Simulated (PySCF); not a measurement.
C$_{5}$H$_{9}$O$_{2}$ (SMILES [CH2]CCOC(C)=O), doublet, at a GFN2-xTB geometry; MP2/STO-3G in PySCF.

Input for PySCF:
```python
from pyscf import gto, scf, mp

mol = gto.M(
    atom='''
C    -3.16195931    0.94952076    0.17270614
C    -1.78741574    0.88939318    0.69463197
C    -0.83489003    0.16877596   -0.24852543
O     0.46744843    0.16551781    0.33835999
C     1.40017098   -0.57127491   -0.27367563
C     2.72158766   -0.47911543    0.44370533
O     1.19299370   -1.21508789   -1.26764738
H    -3.92606291    1.43915645    0.74235327
H    -3.41724535    0.50431555   -0.76699612
H    -1.76642595    0.38551510    1.67218550
H    -1.40060715    1.90119730    0.88373291
H    -0.78638273    0.67386579   -1.21973448
H    -1.15220138   -0.86579010   -0.41950514
H     3.08945084   -1.48158842    0.64698048
H     2.61069229    0.07935963    1.36728956
H     3.44028387    0.01673184   -0.20506092
''',
    basis='sto-3g',
    spin=1,
    verbose=3,
)

mf = scf.UHF(mol)
mf.kernel()

pt = mp.MP2(mf)
pt.kernel()
print('E(MP2) = %.10f' % pt.e_tot)
mf.analyze()
```

Question: Write the output that PySCF gives for this input, abridged.

Answer: 
```
converged SCF energy = -339.902164515794  <S^2> = 0.76527104  2S+1 = 2.0152132
E(UMP2) = -340.239807593857  E_corr = -0.337643078062591
E(SCS-UMP2) = -340.261355600029  E_corr = -0.359191084234611
E(MP2) = -340.2398075939
**** MO energy ****
                             alpha | beta                alpha | beta
MO #1   energy= -20.2969629125737  | -20.2970500113836  occ= 1 | 1
MO #2   energy= -20.2413020924412  | -20.2413739334109  occ= 1 | 1
MO #3   energy= -11.1698697920489  | -11.1698078019971  occ= 1 | 1
MO #4   energy= -11.107945258005   | -11.1075325393289  occ= 1 | 1
MO #5   energy= -11.0578587570408  | -11.0620921617622  occ= 1 | 1
MO #6   energy= -11.0573151438646  | -11.0573305797345  occ= 1 | 1
MO #7   energy= -11.0145021876161  | -10.983742496883   occ= 1 | 1
MO #8   energy= -1.38848747665481  | -1.38866701900777  occ= 1 | 1
MO #9   energy= -1.28083724608552  | -1.28111899550552  occ= 1 | 1
MO #10  energy= -1.03723404469     | -1.01836730489209  occ= 1 | 1
MO #11  energy= -0.968773930076161 | -0.96137913956953  occ= 1 | 1
MO #12  energy= -0.887427305973108 | -0.848450134555413 occ= 1 | 1
MO #13  energy= -0.780318024365595 | -0.744521880163636 occ= 1 | 1
MO #14  energy= -0.704333987807834 | -0.700830207287185 occ= 1 | 1
MO #15  energy= -0.63853832122882  | -0.63401234914802  occ= 1 | 1
MO #16  energy= -0.61706237326043  | -0.615674773805529 occ= 1 | 1
MO #17  energy= -0.595995304631858 | -0.591433379273879 occ= 1 | 1
MO #18  energy= -0.577129878675313 | -0.571737184152587 occ= 1 | 1
MO #19  energy= -0.557861475496874 | -0.549403584390426 occ= 1 | 1
MO #20  energy= -0.525335863282117 | -0.521137972459665 occ= 1 | 1
MO #21  energy= -0.521668159433484 | -0.504369607279026 occ= 1 | 1
MO #22  energy= -0.496777131015462 | -0.484705272692968 occ= 1 | 1
MO #23  energy= -0.464483980575245 | -0.461196690434216 occ= 1 | 1
MO #24  energy= -0.451838720764134 | -0.447013701295455 occ= 1 | 1
MO #25  energy= -0.411997530026554 | -0.411781326199829 occ= 1 | 1
MO #26  energy= -0.333950134340413 | -0.333877059776444 occ= 1 | 1
MO #27  energy= -0.330212651141939 | -0.330491128932397 occ= 1 | 1
MO #28  energy= -0.323230423414274 | 0.319246790322792  occ= 1 | 0
MO #29  energy= 0.32265314555863   | 0.323686278111722  occ= 0 | 0
MO #30  energy= 0.525084465466262  | 0.532560161494096  occ= 0 | 0
MO #31  energy= 0.617827962632317  | 0.624111390145704  occ= 0 | 0
MO #32  energy= 0.625902606566757  | 0.633701682473076  occ= 0 | 0
MO #33  energy= 0.663520936776052  | 0.666954978163198  occ= 0 | 0
MO #34  energy= 0.667604826596123  | 0.680991837935891  occ= 0 | 0
MO #35  energy= 0.685531967557107  | 0.703268524705977  occ= 0 | 0
MO #36  energy= 0.703423333906267  | 0.711111597040528  occ= 0 | 0

To work with the spin densities directly, `use mulliken_meta_spin()` only printing them here.

 ** Mulliken spin pop alpha/beta on meta-lowdin orthogonal AOs **
 ** Mulliken Spin Density (per atom)  **
spin density of  0 C =      1.15863
spin density of  1 C =     -0.11706
spin density of  2 C =      0.01166
spin density of  3 O =     -0.00221
spin density of  4 C =      0.00223
spin density of  5 C =     -0.00040
spin density of  6 O =     -0.00243
spin density of  7 H =     -0.06588
spin density of  8 H =     -0.06616
spin density of  9 H =      0.04271
spin density of  10 H =      0.04156
spin density of  11 H =     -0.00140
spin density of  12 H =     -0.00141
spin density of  13 H =      0.00005
spin density of  14 H =      0.00003
spin density of  15 H =      0.00008
 ** Mulliken pop alpha/beta on meta-lowdin orthogonal AOs **
 ** Mulliken atomic charges   ( Nelec_alpha | Nelec_beta ) **
charge of  0C =     -0.06920  (     3.61392      2.45528 )
charge of  1C =     -0.05004  (     2.96649      3.08355 )
charge of  2C =      0.05861  (     2.97652      2.96487 )
charge of  3O =     -0.18693  (     4.09236      4.09457 )
charge of  4C =      0.24251  (     2.87986      2.87763 )
charge of  5C =     -0.13541  (     3.06751      3.06791 )
charge of  6O =     -0.22982  (     4.11370      4.11612 )
charge of  7H =      0.03293  (     0.45060      0.51647 )
charge of  8H =      0.03331  (     0.45027      0.51643 )
charge of  9H =      0.03804  (     0.50233      0.45963 )
charge of  10H =      0.03855  (     0.50150      0.45994 )
charge of  11H =      0.03163  (     0.48349      0.48489 )
charge of  12H =      0.03501  (     0.48179      0.48320 )
charge of  13H =      0.05340  (     0.47333      0.47327 )
charge of  14H =      0.05415  (     0.47294      0.47291 )
charge of  15H =      0.05326  (     0.47341      0.47333 )
Dipole moment(X, Y, Z, Debye): -0.29491,  0.75257,  0.95933
```
